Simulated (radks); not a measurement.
Q: Au, 79 electrons, occupied as [Xe] 4f14 5d10 6s1. All-electron calculation, scalar-relativistic Kohn-Sham, PBE, spin-polarised, spherical densities, finite nucleus; open shells are filled with parallel spins first (spin-orbit coupling, left out, can overturn this in heavy ions); Fermi nuclear charge, rms radius 5.4371 fm. Program: a radial shooting solver on a logarithmic mesh with Libxc functionals. Some entries of the table are withheld. Estimate them.

| orbital | occ. | eigenvalue (eV) | <r^2> (bohr^2) | r(max) (bohr) |
|---|---|---|---|---|
| 1s up | 1 | -80741.39 | 0.0003934 | 0.01042 |
| 1s down | 1 | -80741.37 | 0.0003934 | 0.01042 |
| 2s up | 1 | -14246.91 | 0.005996 | 0.06018 |
| 2s down | 1 | -14246.91 | 0.005996 | 0.06018 |
| 2p up | 3 | -12320.67 | 0.005047 | 0.04981 |
| 2p down | 3 | -12320.67 | 0.005047 | 0.04981 |
| 3s up | 1 | -3362.663 | 0.03867 | 0.1697 |
| 3s down | 1 | -3362.656 | 0.03867 | 0.1697 |
| 3p up | 3 | -2803.627 | 0.03974 | 0.1690 |
| 3p down | 3 | -2803.621 | 0.03974 | 0.1690 |
| 3d up | 5 | -2205.333 | 0.03292 | 0.1376 |
| 3d down | 5 | -2205.329 | 0.03292 | 0.1376 |
| 4s up | 1 | -729.7894 | 0.1870 | 0.3827 |
| 4s down | 1 | -729.7807 | 0.1870 | 0.3827 |
| 4p up | 3 | -546.4012 | 0.2136 | 0.4028 |
| 4p down | 3 | -546.3900 | 0.2136 | 0.4028 |
| 4d up | 5 | -325.8880 | 0.2427 | 0.4103 |
| 4d down | 5 | -325.8744 | 0.2427 | 0.4103 |
| 5s up | 1 | -108.2605 | 0.9652 | 0.8480 |
| 5s down | 1 | -108.2585 | 0.9647 | 0.8482 |
| 4f up | 7 | (1) | 0.3015 | 0.3756 |
| 4f down | 7 | (2) | 0.3015 | 0.3756 |
| 5p up | 3 | -59.7669 | 1.306 | 0.9529 |
| 5p down | 3 | -59.7447 | 1.302 | 0.9529 |
| 5d up | 5 | -6.9911 | 3.231 | 1.218 |
| 5d down | 5 | -6.7039 | 3.136 | 1.213 |
| 6s up | 1 | -6.0761 | 9.417 | (3) |
| 6s down | 0 | -5.3622 | 9.560 | (4) |

A: 
(1) 4f up eigenvalue (eV): -81.1071
(2) 4f down eigenvalue (eV): -81.0925
(3) 6s up r(max) (bohr): 2.324
(4) 6s down r(max) (bohr): 2.313
